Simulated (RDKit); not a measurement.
Job for RDKit: UFF on C3H5Br (a complex), monomers drawn apart or pushed together.

```python
from rdkit import Chem
from rdkit.Chem import AllChem, rdDetermineBonds

blocks = [
'''4

C    -0.04807336    0.49295128    0.17416327
C    -0.00730491   -0.26668080   -0.75058010
H    -0.08614730    1.15266238    1.00907191
H     0.02992696   -0.93229205   -1.57819080
''',
'''5

C    -0.48758342   -1.13545826    4.44517230
Br   -0.43764347    0.74422513    4.99973744
H    -0.39060991   -1.15838099    3.36523999
H    -1.43917765   -1.54285644    4.76734791
H     0.34196880   -1.63800522    4.92952334
''',
]
mol = None
for b in blocks:
    f = Chem.MolFromXYZBlock(b)
    rdDetermineBonds.DetermineBonds(f, charge=0)
    mol = f if mol is None else Chem.CombineMols(mol, f)
Chem.SanitizeMol(mol)
print(Chem.MolToSmiles(Chem.RemoveHs(mol)))
ff = AllChem.UFFGetMoleculeForceField(mol, vdwThresh=100.0, ignoreInterfragInteractions=False)
e = ff.CalcEnergy()
print(f'UFF energy {e:.6f} kcal/mol')
```

The log:

```
C#C.CBr
UFF energy 0.685807 kcal/mol
```

The run finished.

Cost: very roughly 0.03 core-seconds.
